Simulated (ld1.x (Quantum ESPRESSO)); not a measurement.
# LDA (PZ) ultrasoft dataset for P (Z = 15), scalar-relativistic all-electron reference.

P, ultrasoft, made with ld1.x (Quantum ESPRESSO) 7.5 (LDA (PZ), scalar-relativistic). Core [Ne], reference 3s2 3p3. Waves: 3s (bound): rcut 1.40, rcutus 1.60 bohr; 3s channel at 1.05 Ry: rcut 1.40, rcutus 1.60 bohr; 3p (bound): rcut 1.90, rcutus 2.05 bohr; 3p channel at 4.55 Ry: rcut 1.90, rcutus 2.05 bohr; 3d channel at 0.15 Ry: rcut 1.45, rcutus 1.60 bohr. Local part: all-electron potential smoothed inside 1.55 bohr (lloc = -1). Core correction: none. Augmentation charge: PSQ, radius 1.60 bohr.

(1) Is a potential produced?

Answers

(1) No. ld1.x (Quantum ESPRESSO) 7.5 stopped with "find_q: problem finding q": no Bessel wave vectors were found that match the logarithmic derivative at the chosen radius.
